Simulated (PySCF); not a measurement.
Level of theory: PySCF 2.14.0 with ωB97X-D3(BJ)/def2-TZVP // PBE0-D3(BJ)/def2-TZVP. All species are isolated molecules in the gas phase. 

Reference species (SMILES): `[F][Sn]([F])[F]` (neutral, multiplicity 2).

| Property | Value |
|---|---|
| dipole moment | 3.18 D |

Changed species: `[SnH3]` (radical fragment; the reference has radical fragment).

Question: What does the change do to the dipole moment?

Answer: the dipole moment falls by 2.85 D, to 0.33 D.
